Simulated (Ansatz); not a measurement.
C₄H₇FSi, SMILES C=C/C=C\[SiH2]F. Atoms are numbered in the order given.

```xyz
13

C     -0.3996    -3.2612     0.0000
C     -0.3500    -1.9191     0.0000
C      0.8879    -1.1500     0.0000
C      0.9662     0.1985     0.0000
Si    -0.4688     1.3875     0.0000
F      0.1654     2.8915     0.0000
H      0.5161    -3.8609     0.0000
H     -1.3495    -3.8006     0.0000
H     -1.2928    -1.3571     0.0000
H      1.8109    -1.7445     0.0000
H      1.9659     0.6511     0.0000
H     -1.3198     1.2539     1.2150
H     -1.3198     1.2539    -1.2150
```

Geometry: B3LYP-D3(BJ)/def2-SVP. The structure was generated by enumeration; whether it is a known compound was not checked. One conformer was computed; it need not be the lowest.

Two levels are set side by side: PBE-D3(BJ)/def2-SVP (Ansatz, a program for electronic structure) and B3LYP-D3(BJ)/def2-SVP (Ansatz). Each level has its own optimised geometry; the coordinates shown are those of the second. Differences are taken from unrounded values.

```tsv
quantity	B3LYP-D3(BJ)
mean bond length (Å)	1.342
bond C1–C2 (Å)	1.343
bond C2–C3 (Å)	1.457
bond C3–C4 (Å)	1.351
bond C4–Si5 (Å)	1.864
bond Si5–F6 (Å)	1.632
bond C1–H7 (Å)	1.095
bond C1–H8 (Å)	1.092
bond C2–H9 (Å)	1.098
bond C3–H10 (Å)	1.098
bond C4–H11 (Å)	1.097
bond Si5–H12 (Å)	1.489
bond Si5–H13 (Å)	1.489
```

### Question
What does PBE-D3(BJ) give, and how far is it from B3LYP-D3(BJ)? (Estimate from the structure and the level; the computed values follow.)

### Answer

```json
[
 {"quantity": "mean bond length (Å)", "PBE-D3(BJ)": "1.351", "PBE-D3(BJ) minus B3LYP-D3(BJ)": "0.009"},
 {"quantity": "bond C1–C2 (Å)", "PBE-D3(BJ)": "1.353", "PBE-D3(BJ) minus B3LYP-D3(BJ)": "0.010"},
 {"quantity": "bond C2–C3 (Å)", "PBE-D3(BJ)": "1.456", "PBE-D3(BJ) minus B3LYP-D3(BJ)": "-0.002"},
 {"quantity": "bond C3–C4 (Å)", "PBE-D3(BJ)": "1.361", "PBE-D3(BJ) minus B3LYP-D3(BJ)": "0.010"},
 {"quantity": "bond C4–Si5 (Å)", "PBE-D3(BJ)": "1.869", "PBE-D3(BJ) minus B3LYP-D3(BJ)": "0.006"},
 {"quantity": "bond Si5–F6 (Å)", "PBE-D3(BJ)": "1.643", "PBE-D3(BJ) minus B3LYP-D3(BJ)": "0.011"},
 {"quantity": "bond C1–H7 (Å)", "PBE-D3(BJ)": "1.103", "PBE-D3(BJ) minus B3LYP-D3(BJ)": "0.008"},
 {"quantity": "bond C1–H8 (Å)", "PBE-D3(BJ)": "1.100", "PBE-D3(BJ) minus B3LYP-D3(BJ)": "0.008"},
 {"quantity": "bond C2–H9 (Å)", "PBE-D3(BJ)": "1.106", "PBE-D3(BJ) minus B3LYP-D3(BJ)": "0.009"},
 {"quantity": "bond C3–H10 (Å)", "PBE-D3(BJ)": "1.107", "PBE-D3(BJ) minus B3LYP-D3(BJ)": "0.009"},
 {"quantity": "bond C4–H11 (Å)", "PBE-D3(BJ)": "1.105", "PBE-D3(BJ) minus B3LYP-D3(BJ)": "0.008"},
 {"quantity": "bond Si5–H12 (Å)", "PBE-D3(BJ)": "1.504", "PBE-D3(BJ) minus B3LYP-D3(BJ)": "0.015"},
 {"quantity": "bond Si5–H13 (Å)", "PBE-D3(BJ)": "1.504", "PBE-D3(BJ) minus B3LYP-D3(BJ)": "0.015"}
]
```

Exact exchange shortens and stiffens bonds; PBE has none. Differences between two approximate levels are no errors against the true value.
